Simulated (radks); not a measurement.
The numbers below are computed, except where a source is named.
Problem. The chromium ion Cr+, [Ar] 3d5. Level of theory: non-relativistic Kohn-Sham, exchange-only B88, spin-polarised, spherical densities, point nucleus (a radial shooting solver on a logarithmic mesh with Libxc functionals). Every spin shell is full or empty, so the densities are truly spherical. Functionals are evaluated on that one density, not self-consistently. Rank these orbital-free kinetic functionals by their error against the exact value of the orbitals, and give that value: Thomas-Fermi, von Weizsacker, TF + vW, TF + vW/9, TF + vW/5, APBEK, revAPBEK, Thakkar, Pearson, DePristo-Kress, Ernzerhof.

Solution. Exact: 1043.23 hartree. From best to worst, with 100 (|E| - |E exact|)/|E exact| (equal figures are ties): APBEK +0.07, DePristo-Kress -0.10, Ernzerhof -0.31, revAPBEK +0.35, Thakkar -0.39, TF + vW/9 -0.78, Pearson -1.37, TF + vW/5 +3.97, Thomas-Fermi -6.71, von Weizsacker -46.58, TF + vW +46.70.
